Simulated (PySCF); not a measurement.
Potential energy curve for SnH, doublet.

Levels: UKS-LDA (SVWN5) = PySCF with unrestricted LDA (SVWN5)/def2-SVP, def2 effective core potentials past Kr; UHF/def2-SVP, def2 effective core potentials past Kr (PySCF); UCCSD(T) = CCSD(T) on UHF/def2-SVP, 4 core orbitals frozen, def2 effective core potentials past Kr (PySCF).

Energies relative to the lowest point of each curve near equilibrium, in kcal/mol:

```json
[
 {"R / Å": "1.34", "UKS-LDA (SVWN5)": "46.9", "UHF": "47.7"},
 {"R / Å": "1.43", "UKS-LDA (SVWN5)": "26.2", "UHF": "26.0"},
 {"R / Å": "1.50", "UKS-LDA (SVWN5)": "15.4", "UHF": "14.8"},
 {"R / Å": "1.62", "UKS-LDA (SVWN5)": "4.5", "UHF": "3.9"},
 {"R / Å": "1.66", "UKS-LDA (SVWN5)": "2.6", "UHF": "2.0"},
 {"R / Å": "1.74", "UKS-LDA (SVWN5)": "0.4", "UHF": "0.1"},
 {"R / Å": "1.78", "UKS-LDA (SVWN5)": "0.0", "UHF": "0.0"},
 {"R / Å": "1.83", "UKS-LDA (SVWN5)": "0.1", "UHF": "0.4"},
 {"R / Å": "1.90", "UKS-LDA (SVWN5)": "1.1", "UHF": "1.9"},
 {"R / Å": "1.94", "UKS-LDA (SVWN5)": "2.0", "UHF": "3.1"},
 {"R / Å": "2.05", "UKS-LDA (SVWN5)": "5.5", "UHF": "7.4"},
 {"R / Å": "2.18", "UKS-LDA (SVWN5)": "10.9", "UHF": "13.8"}
]
```

### Question
What does UCCSD(T) give at the same points?

### Answer
1.34: 46.3; 1.43: 25.3; 1.50: 14.5; 1.62: 4.0; 1.66: 2.1; 1.74: 0.2; 1.78: 0.0; 1.83: 0.3; 1.90: 1.5; 1.94: 2.5; 2.05: 6.3; 2.18: 11.8 (kcal/mol).

The scan ran from 1.34 to 7.16 Å; beyond the distances shown one of the unrestricted levels run for this scan, shown here or not, changes its spin distribution in one step.
